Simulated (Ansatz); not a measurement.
Consider the substitution at a C–C bond: `CC(C)(C)[NH][Zr]([F])([F])[F]` + `FB(F)S` → `CSB(F)F` + `CC(C)[NH][Zr]([F])([F])[F]`.

Isolated molecules relaxed with PBE0-D4/def2-TZVP in Ansatz; ΔE leaves out vibrations. CBS: MP2 limit from def2 TZ/QZ plus the TZ coupled-cluster correction, frozen cores. This one scheme is used for every species. DFT in def2-TZVPP. HSE06 is defined as in plane-wave codes. Elements past krypton have def2 core potentials. For Zr outer-core shells are correlated without core-valence functions, which leaves a few kJ/mol of doubt a bond. One conformer a species, not always the lowest.

`CC(C)(C)[NH][Zr]([F])([F])[F]`:

Cartesian coordinates in Å:
```
C -0.446 -1.240 0.497
C -0.153 -0.144 -0.523
C -1.452 0.307 -1.185
C 0.819 -0.668 -1.577
N 0.453 0.981 0.190
Zr 0.865 1.148 2.152
F 1.641 2.872 2.379
F 2.066 -0.247 2.679
F -0.745 0.954 3.169
H -0.902 -2.106 0.015
H 0.473 -1.586 0.982
H -1.149 -0.890 1.262
H -1.925 -0.519 -1.722
H -2.153 0.681 -0.436
H -1.260 1.108 -1.903
H 1.751 -0.994 -1.110
H 1.057 0.114 -2.304
H 0.389 -1.512 -2.122
H 0.670 1.744 -0.444
```

`FB(F)S`:

Cartesian coordinates in Å:
```
F 0.988 -0.717 1.318
B 0.399 -0.032 0.359
F 0.918 1.131 0.013
S -1.072 -0.710 -0.427
H -1.233 0.328 -1.263
```

`CSB(F)F`:

Z-matrix (Å, degrees):
```
C
S 1 1.812
H 1 1.088 2 110.8
H 1 1.088 2 110.8 3 -122.5
H 1 1.089 2 106.5 3 118.8
B 2 1.791 1 101.2 3 62.8
F 6 1.323 2 122.5 1 0.1
F 6 1.320 2 119.6 1 -179.9
```

`CC(C)[NH][Zr]([F])([F])[F]`:

```xyz
16

C    -1.648    1.108   -0.241
C    -0.576    0.127   -0.690
C     0.760    0.824   -0.891
N    -0.412   -0.954    0.273
Zr    1.248   -1.498    1.272
F     2.619   -1.987    0.029
F     1.897   -0.021    2.303
F     0.737   -2.961    2.378
H    -1.362    1.575    0.705
H    -1.795    1.893   -0.986
H    -2.606    0.602   -0.094
H    -0.881   -0.300   -1.656
H     1.525    0.129   -1.252
H     0.676    1.622   -1.630
H     1.104    1.284    0.043
H    -1.287   -1.442    0.437
```

(1) Is it downhill or uphill in electronic energy at CCSD(T)/CBS, and by how much? (Estimate.)

(2) What do these levels give: LDA (SPW92), r2SCAN-D4, B97M-V, r2SCAN0-D4, CAM-B3LYP-D4, PBE, HSE06, BHLYP, HF/def2-SVP, CCSD(T)/def2-TZVPP, SCS-MP2/def2-QZVPP, MP2/CBS(def2)? (An estimate is asked.)

Largest T1 diagnostic among the species: 0.015.

Answers

(1) Ansatz gave: Uphill: ΔE = +0.24 eV.

(2) The calculation gave: LDA (SPW92) 0.25, r2SCAN-D4 0.19, B97M-V 0.22, r2SCAN0-D4 0.20, CAM-B3LYP-D4 0.20, PBE 0.11, HSE06 0.14, BHLYP 0.14, HF/def2-SVP 0.23, CCSD(T)/def2-TZVPP 0.28, SCS-MP2/def2-QZVPP 0.23, MP2/CBS(def2) 0.26 eV.

In def2-TZVPP, CCSD(T) changes the Hartree–Fock value by +0.15 eV (the triples alone add +0.01 eV) and MP2 by +0.16 eV. From BLYP to BHLYP (50 % exact exchange), in def2-TZVPP and without D4, ΔE moves by +0.08 eV.
